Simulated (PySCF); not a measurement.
C₇H₁₆O.
Structure used (PBE0-D3(BJ)/def2-SVP), in Å, numbered top down from 1:
```xyz
24
C7H16O angstrom
C      1.3378   -1.4262    0.0402
C      0.3237   -0.3079    0.2173
C      0.9175    1.0640   -0.0586
O     -0.7502   -0.5254   -0.6768
C     -2.0607   -0.7189   -0.1609
C     -2.1245   -1.9669    0.7210
C     -2.5353    0.5140    0.6099
C     -2.9166   -0.9163   -1.4048
H      2.2241   -1.2691    0.6736
H      1.6632   -1.4705   -1.0105
H      0.8938   -2.3987    0.2977
H     -0.0392   -0.3282    1.2612
H      0.1764    1.8543    0.1294
H      1.2237    1.1315   -1.1137
H      1.7983    1.2550    0.5731
H     -1.4922   -1.8661    1.6161
H     -1.7850   -2.8479    0.1564
H     -3.1540   -2.1495    1.0635
H     -1.9153    0.7025    1.4996
H     -2.4925    1.4042   -0.0350
H     -3.5724    0.3831    0.9528
H     -2.8468   -0.0301   -2.0520
H     -3.9714   -1.0804   -1.1399
H     -2.5546   -1.7843   -1.9745
```

The closed-shell ground state was solved at several levels (PySCF, density fitting, gas phase, non-relativistic).

| level | basis functions | total energy (Eh) | HOMO (eV) | LUMO (eV) | gap (eV) | dipole (D) |
| --- | --- | --- | --- | --- | --- | --- |
| PBE0/aug-cc-pVDZ | 328 | -351.2207 | -7.09 | -0.11 | 6.98 | 1.18 |
| LC-wPBE/pcSseg-1 | 216 | -351.3621 | -9.82 | 3.48 | 13.30 | 1.29 |
| PBE0/6-31G | 104 | -351.0865 | -6.78 | 2.29 | 9.07 | 1.36 |
| PBE0/STO-3G | 56 | -346.9046 | -3.45 | 7.91 | 11.36 | 1.02 |
| PBE0/pcSseg-0 | 104 | -350.3837 | -6.93 | 1.81 | 8.74 | 1.46 |
| HF/pcSseg-1 | 216 | -349.1945 | -10.97 | 4.18 | 15.15 | 1.39 |
| B97-D/pcSseg-1 | 216 | -351.2964 | -5.56 | 0.61 | 6.17 | 1.18 |
| wB97X-D/def2-SVPD | 291 | -351.2607 | -9.06 | 2.23 | 11.29 | 1.24 |
| PBE0/def2-SVP | 192 | -350.9300 | -7.00 | 1.55 | 8.55 | 1.18 |
| KT2/pcSseg-1 | 216 | -357.4605 | -5.73 | 0.30 | 6.03 | 1.12 |

(1) What might PBE0/6-31G* (144 basis functions) give for the same quantities?

(2) Over all these levels, which gives the widest orbital gap and which the narrowest?

(3) How much does the basis alone move the frontier levels among the 6 PBE0 rows (the withheld one included)?

(4) How far do the dipole and the HOMO energy spread over the levels?

Results:

(1) Total energy -351.1758 Eh, HOMO -6.82 eV, LUMO 2.34 eV, gap 9.16 eV, dipole 1.09 D.

(2) HF/pcSseg-1 (Hartree–Fock, all exact exchange) has the widest, 15.15 eV, and KT2/pcSseg-1 (GGA) the narrowest, 6.03 eV. The two share the basis. From the narrowest to the widest the HOMO moves by -5.24 eV and the LUMO by +3.88 eV. The HOMO need not be the same orbital at Hartree–Fock and at DFT levels.

(3) The HOMO by 3.64 eV and the LUMO by 8.02 eV. By rising basis size (HOMO, LUMO in eV): STO-3G -3.45, 7.91; 6-31G -6.78, 2.29; pcSseg-0 -6.93, 1.81; 6-31G* -6.82, 2.34; def2-SVP -7.00, 1.55; aug-cc-pVDZ -7.09, -0.11.

(4) The dipole runs from 1.02 to 1.46 D (mean 1.23 D) and the HOMO from -10.97 to -3.45 eV.

One conformer stands for the species.

The pairwise dispersion term of B97-D and wB97X-D wasn't added to the energies; at a given geometry it leaves orbitals and properties as they are.
